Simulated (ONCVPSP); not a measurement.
**What one change does to a pseudopotential (fluorine, ONCV)**

```
Element                 : F (Z = 9)
Generator               : ONCVPSP 4.0.1
Type                    : optimised norm-conserving Vanderbilt (ONCV)
Functional              : PBE
Relativity              : scalar-relativistic
Frozen core             : [He]
Valence charge          : 7
Reference configuration : 2s2 2p5
Partial waves           : 2s: rc 0.85 bohr, ncon 4, nbas 7, qcut 6.2 1/bohr, local; 2p: rc 1.60 bohr, ncon 3, nbas 8, qcut 7 1/bohr, 1 projector; d scattering state at 0.1 Ha: rc 1.55 bohr, ncon 5, nbas 9, qcut 5.4 1/bohr, 1 projector
Local potential         : the s channel
Core correction         : Teter function, fcfact 4.25, rcfact 1.65
```

All-electron outer shells of the reference configuration (PBE, scalar-relativistic, ld1.x):

```csv
shell,level (eV),outermost node (bohr),outermost maximum (bohr)
1s,-663.37,–,0.11
2s,-29.90,0.24,0.76
2p,-11.11,–,0.71
```

Change: s: rc 1.26.

Cutoffs: the cutoffs (Ha) at which the residual kinetic energy of the hardest occupied pseudo-wave falls to 1 and 0.1 mHa per electron; they do not see the model core or the augmentation charge, which bear on the density cutoff. Errors are all-electron minus pseudo energies relative to the spin-unpolarised reference configuration.

Problem. Predict the effect on cutoff, ghosts and configuration errors.

Solution. The potential gets softer (145 Ha and 175 Ha → 21 Ha and 61 Ha); of the 4 tests that both files solve, the error grows in 3 and shrinks in 0 by more than 15 % and 0.3 meV (median size 452.7 → 525.0 meV); neither file shows a bound ghost. A larger radius leaves more room for a smooth pseudo-wave, so fewer plane waves are needed. More of the atom is replaced by a form fitted at one configuration, so other configurations suffer.

```csv
quantity,base,changed
"cutoff, loose",145 Ha,21 Ha
"cutoff, tight",175 Ha,61 Ha
loose cutoff by channel,"s 145 Ha, p 21 Ha","s 13 Ha, p 21 Ha"
bound ghosts,none,none
GHOST(+) flags under 300 eV,none,none
"error for 2s2 2p4, meV [ΔE 19.39 eV]",+77,+98
"error for 2s2 2p3, meV [ΔE 57.77 eV]",+669,+778
"error for 2s2 2p2, meV [ΔE 118.41 eV]",+2588,+2884
"error for 2s1 2p5, meV [ΔE 38.49 eV]",-236,-272
p: phases at 1.63 bohr within 0.05 rad from the reference energy up to (Ha; the scan ends near 5),0.8,1.0
d: phases at 1.57 bohr within 0.05 rad from the reference energy up to (Ha; the scan ends near 5),to the end of the scan,to the end of the scan
"rms error of d²Exc/dni dnj with the model core, mHa",2.45,2.65
```
